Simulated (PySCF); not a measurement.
# Gas-phase XPS of `CCC1=CC=CC[CH+]1`, computed

Species: C₈H₁₁ (charge +1).
Atom-mapped SMILES: `[CH3:1][CH2:2][C:3]1=[CH:4][CH:5]=[CH:6][CH2:7][CH+:8]1`

Theory: PySCF 2.14.0, delta-SCF UKS SCAN, pcX-2 on the ionised atom, pcseg-1 elsewhere, spin-free X2C. These are vertical core ionisation energies against the vacuum level, from separate self-consistent calculations with and without the core hole.

List the computed XPS lines with their assignment.

```csv
atom(s),bonded to,level,binding energy (eV),above the level's lowest (eV),count
C7,2 C and 2 H,C 1s,296.62,+2.37,1
C4,"C (double bond), C and H",C 1s,296.25,+2.00,1
C6,"C (double bond), C and H",C 1s,295.97,+1.72,1
C5,"C (double bond), C and H",C 1s,295.85,+1.60,1
C3,C (double bond) and 2 C,C 1s,295.84,+1.59,1
C8,2 C and H,C 1s,295.76,+1.51,1
C2,2 C and 2 H,C 1s,294.91,+0.66,1
C1,C and 3 H,C 1s,294.25,0.00,1
```

Lowest listed C 1s: C1, bonded to C and 3 H. Highest, 2.37 eV above it: C7, bonded to 2 C and 2 H. Summing the Pauling electronegativity differences to the bonded atoms, each weighted by its formal bond order, gives -1.05 for the lowest site and -0.70 for the highest; the largest sum, 0.00, belongs to C3, 0.78 eV below the top. The values 295.84 and 295.85 eV lie too close for their order to be trusted.

Express the binding energy of C 1s of C1 in atomic units and per mole.

294.25 eV = 10.8135 Eh = 28391 kJ/mol.

What is the longest wavelength that can ionise C 1s of C1 vertically?

λ = hc/E = 12398.42 eV Å / 294.25 eV = 42.136 Å.

The unrestricted hole states depart most from a pure doublet (⟨S²⟩ = 0.75; over 0.85 named) for C 1s of C4 (0.91) and C 1s of C6 (0.95), which makes these values less certain. The species carries charge +1, so core ionisation leaves charge +2. The structure is a single PBE0-D3(BJ)/def2-SVP conformer in the gas phase; no vibrational or solvent corrections.

Conformer computed: `[CH3:1][CH2:2][C:3]1=[CH:4][CH:5]=[CH:6][CH2:7][CH+:8]1`: C1–C2–C3–C4 79°.
